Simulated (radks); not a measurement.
The numbers below are computed, except where a source is named.
Spherical quantum dot in the effective-mass picture: electrons in a well V = -V0 / (1 + exp((r - R)/a)) with V0 = 4.83, R = 5.08, a = 0.6, all in effective atomic units (hartree* = m*/eps^2 hartree, bohr* = eps/m* bohr), one dielectric constant everywhere. Level of theory: non-relativistic Kohn-Sham, PBEsol, spin-polarised, spherical densities (a radial shooting solver with Libxc functionals). Levels are named by radial order and angular momentum (1s, 1p, 1d, 2s, ...), and open shells are averaged over m.

N = 11, configuration 1s2 1p6 1d(up 3, down 0). This is the lowest configuration that the search found. Occupied and some empty levels:

level    occupation  eigenvalue (hartree*)  <r> (bohr*)
1s up             1                -1.5473        2.965
1s down           1                -1.5131        2.917
1p up             3                -1.4042        3.224
1p down           3                -1.3644        3.202
1d up             3                -1.1859        3.435
1d down           0                -1.1426        3.425
1f up             0               -0.90839        3.618
2s up             0               -0.90177        2.565
2s down           0               -0.88491        2.569
1f down           0               -0.86340        3.615
2p up             0               -0.58441        3.002
2p down           0               -0.56050        3.000

Energy (hartree*): total -31.0117, kinetic 3.9555, external -48.920, Hartree 17.006, exchange-correlation -3.0535.
